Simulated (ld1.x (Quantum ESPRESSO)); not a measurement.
## PW91 TM dataset for lanthanum, fully relativistic all-electron reference.

* Element: La
* Generator: ld1.x (Quantum ESPRESSO) 7.5
* Type: norm-conserving Troullier–Martins (Kleinman–Bylander form)
* Functional: PW91
* Relativity: fully relativistic
* Frozen core: [Kr] 4d10
* Valence charge: 11
* Reference configuration: 4f0 5s2 5p6 5d1 6s1 6p0 (charge +1)
* Partial waves: 5s (bound): rc 2.50 bohr; 5p (bound): rc 2.24 bohr; 5d (bound): rc 2.95 bohr; 4f (bound, empty): rc 1.20 bohr
* Local potential: all-electron potential smoothed inside 1.50 bohr (lloc = -1)
* Core correction: none

Open shells are filled in proportion to 2j + 1 (rel_dist='average').

Occupied shells without a wave of their own: 6s. They enter only through the test configuration that unscreens the potential.

All-electron outer shells of the reference configuration (PW91, scalar-relativistic, ld1.x):

```json
{"shell": "4p", "level (eV)": "-205.90", "outermost node (bohr)": "0.34", "outermost maximum (bohr)": "0.63"}
{"shell": "4d", "level (eV)": "-109.77", "outermost node (bohr)": "0.32", "outermost maximum (bohr)": "0.68"}
{"shell": "5s", "level (eV)": "-44.81", "outermost node (bohr)": "0.77", "outermost maximum (bohr)": "1.41"}
{"shell": "5p", "level (eV)": "-28.25", "outermost node (bohr)": "0.83", "outermost maximum (bohr)": "1.58"}
{"shell": "4f", "level (eV)": "-10.25", "outermost node (bohr)": "–", "outermost maximum (bohr)": "0.75"}
{"shell": "5d", "level (eV)": "-8.55", "outermost node (bohr)": "0.95", "outermost maximum (bohr)": "2.19"}
{"shell": "6s", "level (eV)": "-8.38", "outermost node (bohr)": "1.85", "outermost maximum (bohr)": "3.60"}
{"shell": "6p", "level (eV)": "-5.43", "outermost node (bohr)": "2.17", "outermost maximum (bohr)": "4.46"}
```

What the tests gave:

- Configuration tests: 5 of 7 tests not solved or not reliable; not counted: 4f0 5s2 5p6 5d1 6s0 6p2 (solver errors, printed error -778 eV); 4f0 5s2 5p6 5d2 6s1 6p0 (solver errors, printed error -742 eV); 4f0 5s2 5p6 5d1 6s2 6p0 (an occupied level unbound or not found, printed error -7.0 eV); 1 more

A Bessel basis up to 400 Ry misses an occupied level by 0.08 Ry, so cutoffs and ghosts were not judged.

Generation and tests took about 9.9 s on one core of a shared server CPU.
